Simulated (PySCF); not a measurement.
A GIAO shielding run with PySCF 2.14 (density fitting, non-relativistic, gas phase) on SMILES C[Si+](C)CC(F)(F)C(F)(F)F, [C5H8F5Si]+:

```
$ OMP_NUM_THREADS=1 python probes_run.py task.json out

{"job": {"kind": "nmr", "xc": "PBE0", "basis": "pcSseg-1"}, "charge": 1, "multiplicity": 1}
C     -1.805063    -1.584641     0.120121
Si    -1.054111     0.134085     0.025739
C     -1.439146     1.593019    -1.089619
C      0.356219     0.427205     1.280392
C      1.695064     0.488406     0.556891
F      2.716741     0.576922     1.417581
F      1.745133     1.587280    -0.238757
C      1.900462    -0.741237    -0.368545
F      1.579172    -1.867622     0.270943
F      1.005523    -0.639242    -1.384672
F      3.098672    -0.848662    -0.876305
H     -2.765664    -1.574490     0.636573
H     -1.156087    -2.289784     0.649720
H     -1.990119    -1.994828    -0.874100
H     -0.567966     2.244932    -1.215959
H     -2.247166     2.206258    -0.686297
H     -1.754178     1.270671    -2.084035
H      0.422602    -0.356870     2.040369
H      0.250110     1.377850     1.812499
```

Hardware: 1 thread of an Arm Neoverse N1, shared host. The job also computes population analyses, field gradients.

Q: How large is the calculation?

A: 96 electrons, 234 basis functions and 1237 auxiliary functions.

Q: How long does it take?

A: 100 s of wall time, with 13 SCF cycles and 5 response iterations. Times on a shared host scatter by some tens of per cent.
